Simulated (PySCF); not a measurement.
H$_{3}$Sb, charge -1, doublet, at the geometry of the source list (a state made from the parent by changing its charge; the spin is typed, not shown lowest) (core potentials on Sb) (in this run its highest filled SCF level lies above zero, so its values depend strongly on the basis, on diffuse functions most of all); PBE0/def2-SVP in PySCF.

PySCF was given this input:
```python
from pyscf import gto, scf, dft

mol = gto.Mole()
mol.atom = '''
    Sb    0.001900   -0.005100    0.743900
    H    -0.876500   -1.040800   -0.252900
    H    -0.465000    1.281800   -0.237300
    H     1.339600   -0.235900   -0.253700
'''
mol.basis = 'def2-svp'
mol.ecp = {'Sb': 'def2-svp'}
mol.charge = -1
mol.spin = 1
mol.verbose = 4
mol.build()

mf = dft.UKS(mol)
mf.xc = 'pbe0'
mf.kernel()
mf.analyze()
```

It wrote (shortened):

```
PySCF version 2.14.0

[INPUT] verbose = 4
[INPUT] num. atoms = 4
[INPUT] num. electrons = 27
[INPUT] charge = -1
[INPUT] spin (= nelec alpha-beta = 2S) = 1
[INPUT] symmetry False subgroup None
[INPUT] Mole.unit = angstrom
[INPUT] Symbol           X                Y                Z      unit          X                Y                Z       unit  Magmom
[INPUT]  1 Sb     0.001900000000  -0.005100000000   0.743900000000 AA    0.003590479637  -0.009637603235   1.405767264064 Bohr   0.0
[INPUT]  2 H     -0.876500000000  -1.040800000000  -0.252900000000 AA   -1.656344948181  -1.966826950447  -0.477911736903 Bohr   0.0
[INPUT]  3 H     -0.465000000000   1.281800000000  -0.237300000000 AA   -0.878722647923   2.422250946467  -0.448432009359 Bohr   0.0
[INPUT]  4 H      1.339600000000  -0.235900000000  -0.253700000000 AA    2.531477116467  -0.445786392785  -0.479423517802 Bohr   0.0

nuclear repulsion = 22.3491666591256
number of shells = 19
number of NR pGTOs = 82
number of NR cGTOs = 41
basis = def2-svp
ecp = {'Sb': 'def2-svp'}

******** <class 'pyscf.dft.uks.UKS'> ********
method = UKS
initial guess = minao
damping factor = 0
level_shift factor = 0
DIIS = <class 'pyscf.scf.diis.CDIIS'>
diis_start_cycle = 1
diis_space = 8
diis_damp = 0
SCF conv_tol = 1e-09
SCF conv_tol_grad = None
SCF max_cycles = 50
direct_scf = True
direct_scf_tol = 1e-13
number electrons alpha = 14  beta = 13
XC library pyscf.dft.libxc version 7.1.2
    S. Lehtola, C. Steigemann, M. J. T. Oliveira, and M. A. L. Marques,  SoftwareX 7, 1–5 (2018)
XC functionals = pbe0
    C. Adamo and V. Barone,  J. Chem. Phys. 110, 6158 (1999)
    M. Ernzerhof and G. E. Scuseria,  J. Chem. Phys. 110, 5029 (1999)
radial grids:
    Treutler-Ahlrichs [JCP 102, 346 (1995); DOI:10.1063/1.469408] (M4) radial grids

becke partition: Becke, JCP 88, 2547 (1988); DOI:10.1063/1.454033
pruning grids: <function nwchem_prune>
grids dens level: 3
symmetrized grids: False
atomic radii adjust function: <function treutler_atomic_radii_adjust>
small_rho_cutoff = 0
Set gradient conv threshold to 3.16228e-05
tot grids = 51384
init E= -216.533399286876

cycle= 1 E= -240.527382044467  delta_E=  -24  |g|=  1.7  |ddm|= 7.02
cycle= 2 E= -240.884545495937  delta_E= -0.357  |g|= 1.64  |ddm|=  6.9
cycle= 3 E= -241.942179297912  delta_E= -1.06  |g|= 0.0415  |ddm|= 3.38
cycle= 4 E= -241.942922863458  delta_E= -0.000744  |g|= 0.0227  |ddm|= 0.135
cycle= 5 E= -241.943381438866  delta_E= -0.000459  |g|= 0.00399  |ddm|= 0.0619
cycle= 6 E= -241.943399666948  delta_E= -1.82e-05  |g|= 0.00106  |ddm|= 0.025
cycle= 7 E= -241.943405937072  delta_E= -6.27e-06  |g|= 0.000583  |ddm|= 0.0282
cycle= 8 E= -241.943409910574  delta_E= -3.97e-06  |g|= 0.00051  |ddm|= 0.022
cycle= 9 E= -241.943414402232  delta_E= -4.49e-06  |g|= 0.000503  |ddm|= 0.0253
cycle= 10 E= -241.943417187371  delta_E= -2.79e-06  |g|= 0.000503  |ddm|= 0.0157
cycle= 11 E= -241.94341109615  delta_E= 6.09e-06  |g|= 0.000501  |ddm|= 0.0344
cycle= 12 E= -241.943288955493  delta_E= 0.000122  |g|= 0.00337  |ddm|= 0.88
cycle= 13 E= -241.943275172667  delta_E= 1.38e-05  |g|= 0.00458  |ddm|= 0.122
cycle= 14 E= -241.943338736704  delta_E= -6.36e-05  |g|= 0.000825  |ddm|= 0.555
cycle= 15 E= -241.943302812915  delta_E= 3.59e-05  |g|= 0.0021  |ddm|= 0.321
cycle= 16 E= -241.943319983069  delta_E= -1.72e-05  |g|= 0.000923  |ddm|= 0.16
cycle= 17 E= -241.943294660961  delta_E= 2.53e-05  |g|= 0.00211  |ddm|= 0.423
cycle= 18 E= -241.943299656252  delta_E= -5e-06  |g|= 0.000469  |ddm|= 0.0214
cycle= 19 E= -241.943299918617  delta_E= -2.62e-07  |g|= 0.000106  |ddm|= 0.00428
cycle= 20 E= -241.943299907343  delta_E= 1.13e-08  |g|= 8.74e-06  |ddm|= 0.0126
cycle= 21 E= -241.943299907095  delta_E= 2.48e-10  |g|= 1.2e-05  |ddm|= 0.00149
Extra cycle  E= -241.943299907296  delta_E= -2.01e-10  |g|= 4.82e-06  |ddm|= 0.000142
converged SCF energy = -241.943299907296  <S^2> = 0.75322842  2S+1 = 2.0032258
**** SCF Summaries ****
Total Energy =                        -241.943299907295739
Nuclear Repulsion Energy =              22.349166659125611
One-electron Energy =                 -472.333798636742529
Two-electron Energy =                  208.041332070321147
Two-electron Coulomb Energy =          228.740753917023028
DFT Exchange-Correlation Energy =      -20.699421846701874
**** MO energy ****
                             alpha | beta                alpha | beta
MO #1   energy= -5.51277513337483  | -5.51174031802927  occ= 1 | 1
MO #2   energy= -3.73444868980357  | -3.73413238630789  occ= 1 | 1
MO #3   energy= -3.72961387080458  | -3.72881640951684  occ= 1 | 1
MO #4   energy= -3.72823077300099  | -3.72612785763187  occ= 1 | 1
MO #5   energy= -1.07269309149708  | -1.07219099607825  occ= 1 | 1
MO #6   energy= -1.07141708520927  | -1.07019113032311  occ= 1 | 1
MO #7   energy= -1.06775385737498  | -1.06678975615678  occ= 1 | 1
MO #8   energy= -1.06645367905148  | -1.06426584371908  occ= 1 | 1
MO #9   energy= -1.06342309460503  | -1.06186955532012  occ= 1 | 1
MO #10  energy= -0.364329949625534 | -0.35471924075111  occ= 1 | 1
MO #11  energy= -0.129523353046464 | -0.120324360950241 occ= 1 | 1
MO #12  energy= -0.124413251513762 | -0.100888078667555 occ= 1 | 1
MO #13  energy= -0.0569329169946107 | -0.038458531186933 occ= 1 | 1
MO #14  energy= 0.148423151027356  | 0.217427024789524  occ= 1 | 0
MO #15  energy= 0.206546734148188  | 0.240290832839174  occ= 0 | 0
MO #16  energy= 0.26429439375999   | 0.278037711857809  occ= 0 | 0
MO #17  energy= 0.468424596829574  | 0.473920423261388  occ= 0 | 0
MO #18  energy= 0.471555140451567  | 0.484883861243669  occ= 0 | 0
MO #19  energy= 0.487430739261778  | 0.496699392335529  occ= 0 | 0
MO #20  energy= 0.533539064319821  | 0.547350778590058  occ= 0 | 0
MO #21  energy= 0.558345289277858  | 0.568951498359188  occ= 0 | 0
MO #22  energy= 0.563650801695186  | 0.574901694297661  occ= 0 | 0

spin_pop of  0 Sb 4s       -0.00002
spin_pop of  0 Sb 5s        0.00219
spin_pop of  0 Sb 6s        0.00231
spin_pop of  0 Sb 7s        0.00123
spin_pop of  0 Sb 4px      -0.00002
spin_pop of  0 Sb 4py       0.00359
spin_pop of  0 Sb 4pz       0.00000
spin_pop of  0 Sb 5px      -0.00178
spin_pop of  0 Sb 5py       0.00120
spin_pop of  0 Sb 5pz       0.00005
spin_pop of  0 Sb 6px      -0.00119
spin_pop of  0 Sb 6py       0.73011
spin_pop of  0 Sb 6pz       0.02421
spin_pop of  0 Sb 7px      -0.02020
spin_pop of  0 Sb 7py       0.01523
spin_pop of  0 Sb 7pz      -0.00031
spin_pop of  0 Sb 4dxy      0.00072
spin_pop of  0 Sb 4dyz     -0.00031
spin_pop of  0 Sb 4dz^2     0.02612
spin_pop of  0 Sb 4dxz      0.01236
spin_pop of  0 Sb 4dx2-y2    0.00004
spin_pop of  0 Sb 5dxy      0.00067
spin_pop of  0 Sb 5dyz      0.00053
spin_pop of  0 Sb 5dz^2     0.01876
spin_pop of  0 Sb 5dxz      0.01132
spin_pop of  0 Sb 5dx2-y2    0.00366
spin_pop of  1 H 1s        0.02203
spin_pop of  1 H 2s        0.00047
spin_pop of  1 H 2px       0.00119
spin_pop of  1 H 2py       0.00347
spin_pop of  1 H 2pz       0.00165
spin_pop of  2 H 1s        0.02337
spin_pop of  2 H 2s        0.00052
spin_pop of  2 H 2px       0.00288
spin_pop of  2 H 2py       0.00148
spin_pop of  2 H 2pz       0.00142
spin_pop of  3 H 1s        0.10387
spin_pop of  3 H 2s        0.00067
spin_pop of  3 H 2px       0.00021
spin_pop of  3 H 2py      -0.00007
spin_pop of  3 H 2pz       0.00633
In total            14.00000 | 13.00000

WARN: System has nonzero charge -1; the dipole moment is origin-dependent.
Location of origin: [0. 0. 0.]

Dipole moment(X, Y, Z, Debye):  0.03258,  0.01360, -2.79122
```
